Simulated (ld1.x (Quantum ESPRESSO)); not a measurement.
# What the settings do to the TM potential of fluorine

Base potential:

* Element: F (Z = 9)
* Generator: ld1.x (Quantum ESPRESSO) 7.5
* Type: norm-conserving Troullier–Martins (Kleinman–Bylander form)
* Functional: BLYP
* Relativity: scalar-relativistic
* Frozen core: [He]
* Valence charge: 7
* Reference configuration: 2s2 2p5
* Partial waves: 2p (bound): rc 1.05 bohr; 2s (bound): rc 0.60 bohr
* Local potential: the s channel
* Core correction: none

Cutoffs, loose and tight: the cutoffs (Ry, on a coarse ladder) from which the occupation-weighted sum of valence levels, in a spherical-Bessel basis at the reference potential, stays within 10 and 1 mRy of its value at 400 Ry. They do not see the model core or the augmentation charge, which bear on the density cutoff. Test errors are all-electron minus pseudo excitation energies from the reference, over the configurations 2s2 2p4; 2s2 2p3; 2s2 2p2; 2s1 2p6; 2s2 2p5.3; 2s2 2p4.5; 2s2 2p1. A dash means not determined; rows that change the core or the reference have their own tests.

Cutoffs are not given where the Bessel-basis levels miss the radial ones by over 6 mRy, ghosts where they miss by over 20 mRy; a channel whose overlap is not positive is not tested.

| change | outcome | cutoff, loose | cutoff, tight | bound ghosts | largest test error (meV) |
| --- | --- | --- | --- | --- | --- |
| base | generated | 180 Ry | 260 Ry | none | +795 |
| wave 2p (bound): rc 1.05 bohr becomes 2p (bound): rc 1.30 bohr | generated | 180 Ry | 260 Ry | none | +1689 |
| all radii scaled by about 0.74 (s 0.44, p 0.78 bohr) | generated | – | – | none | +849 |
| local potential all-electron potential smoothed inside 0.65 bohr (lloc = -1) | generated | 180 Ry | 260 Ry | none | +830 |
| wave 2s (bound): rc 0.60 bohr becomes 2s (bound): rc 0.80 bohr | generated | 160 Ry | 230 Ry | none | +837 |
| core correction a·sin(br)/r model core inside 0.50 bohr | generated | 180 Ry | 260 Ry | none | +740 |
| functional PBE | generated | 180 Ry | 260 Ry | none | +756 |
| type RRKJ; rho0 0.001 | generated | 180 Ry | 260 Ry | none | +965 |
| type RRKJ | generated | 180 Ry | 260 Ry | none | +965 |
| functional PBEsol | generated | 180 Ry | 260 Ry | none | +730 |
| wave 2p (bound): rc 1.05 bohr becomes 2p (bound): rc 1.38 bohr | generated | 180 Ry | 260 Ry | none | +2256 |
